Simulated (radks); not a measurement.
Q: The mean radii <r> (bohr) of the occupied orbitals of an atom or ion are listed with their occupations. Method: non-relativistic Kohn-Sham, r2SCAN, spin-unpolarised, spherical densities, point nucleus; meta-GGA in the generalised Kohn-Sham scheme; computed with a radial shooting solver on a logarithmic mesh with Libxc functionals.

| orbital | occ. | <r> |
|---|---|---|
| 1s | 2 | 0.07361 |
| 2s | 2 | 0.3450 |
| 2p | 6 | 0.3082 |
| 3s | 2 | 1.082 |
| 3p | 6 | 1.169 |
| 3d | 1 | 1.689 |
| 4s | 1 | 3.455 |

Name the element and its charge.

A: Z = 21, scandium, charge +1: Sc+ in [Ar] 3d1 4s1. The 1s radius gives Z: for a bare nucleus <r> = 1.5/Z, 0.07143 bohr for Z = 21, and screening makes it slightly larger (0.07361 here). The occupations add up to 20, and the charge is Z minus that.
